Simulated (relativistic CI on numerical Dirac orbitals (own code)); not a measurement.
Hyperfine structure of Tl XIII, mass number 205

Computed by Dirac-Coulomb-Breit CI, separate exchange-only KLI orbitals for each configuration, model QED, unscaled Slater integrals (own radial code, finite nucleus).

CI space (outside the closed core [Kr] 4d10 4f14): 5s²5p⁶5d, 5s²5p⁶5f, 5s²5p⁶6s, 5s²5p⁵5d², 5s²5p⁶6p, 5s²5p⁶5g, 5s5p⁶5d², 5s²5p⁵5d5f, 5s²5p⁶6d, 5s²5p⁶7s, 5s²5p⁵5d5g, 5s²5p⁵5d6s, 5s5p⁶5d5f, 5p⁶5d³, 5p⁵5d⁴. Double excitations out of closed p, d and f shells are left out; levels of such configurations are missing from the list, as are those of other unlisted configurations, and high levels can miss mixing partners. These lack a partner that the ground configuration has and come out too high: 5s²5p⁵5d5f, 5s²5p⁵5d5g, 5s²5p⁵5d6s.

Nuclear spin I = 1/2, μ = 1.632 μN (tables of Stone and Pyykkö). The electronic factors are computed for point nuclear moments, without core polarisation or the Bohr-Weisskopf and QED corrections.

| Level | E (eV) | A (GHz) |
| --- | --- | --- |
| 5s²5p⁶5d ²D3/2 | 0.0000 | 16 |
| 5s²5p⁶5d ²D5/2 | 3.5368 | 6.349 |
| 5s²5p⁶6s ²S1/2 | 49.0245 | 477.3 |
| 5s²5p⁵5d² ⁴D°1/2 | 60.9585 | -1.715 |
| 5s²5p⁵5d² ⁴D°3/2 | 61.2439 | 19.73 |
| 5s²5p⁶6p ²P°1/2 | 64.9467 | 138.6 |
| 5s²5p⁵5d² ⁴D°7/2 | 65.1960 | 14.71 |
| 5s²5p⁵5d² ⁴G°9/2 | 65.3839 | 19.56 |

Levels with J = 0, under 50 % of one LS term, or S terms without an open s electron are left out. Small factors come from cancelling terms and can be off by tens of per cent or more.

At this charge energies of transitions that change n are usually good to better than 1 %, and those within a shell (Δn = 0) to a few per cent. Levels and lines within the n = 5 or 6 shells can be off by up to 10 % or somewhat more, and those that change n by about 2 %, since core polarisation is missing.

Give the hyperfine levels of 5s²5p⁶5d ²D3/2 relative to its centre of gravity.

With K = F(F + 1) − I(I + 1) − J(J + 1), E = AK/2: F = 1: -20, F = 2: 12 GHz.

LS names give the leading component of a level, which can be under half, so a name can repeat, a term be missing and a line seem to break the LS rules.
